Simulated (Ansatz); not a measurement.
Process, species as SMILES: CC[B]N → CB(C)[NH]

Wanted: isomerisation energy (electronic), in kcal/mol. Conventions: LANL2DZ all-electron up to Ne; spin-orbit terms left out; 6-311+G** with 5d; non-relativistic; 6-31G* and kin with 6d, 5d where marked; UHF or UKS for open shells; valence correlation only. CBS marks a two-point X^-3 extrapolation of the correlation energy; Hartree-Fock from the larger set. First-principles rows: single points at B3LYP-D3(BJ) geometries (Ansatz, a quantum-chemistry and plane-wave program).

Coupled cluster (Ansatz) is a level with limits of its own, used here on species with T1 under 0.025 (0.045 for open shells) and stable references: CCSD(T)/CBS(cc-pVTZ,cc-pVQZ).

Value to compare with, CCSD(T)/CBS(cc-pVTZ,cc-pVQZ) (Ansatz): -0.1 kcal/mol.

```
level          program  isomerisation energy (electronic) (kcal/mol)  difference
-------------  -------  --------------------------------------------  ----------
MP2/STO-3G      Ansatz                                         -13.9       -13.8
MP2/3-21G       Ansatz                                           2.8         2.9
MP2/LANL2DZ     Ansatz                                           4.1         4.2
MP2/6-31G*      Ansatz                                           1.7         1.8
MP2/6-311+G**   Ansatz                                           4.5         4.6
```

Among the 5 habitual levels, MP2/STO-3G lies farthest from CCSD(T)/CBS(cc-pVTZ,cc-pVQZ) (Ansatz) (-13.8 kcal/mol) and MP2/6-31G* nearest (1.8); 4 of 5 lie above it, and their mean absolute difference is 5.5 kcal/mol, the median 4.2. One case shows no general order.

The sets are all those run for this method; left out are runs that failed, that the program found above a lower state of the same kind, or whose <S^2> lies over 0.5 above the pure value.
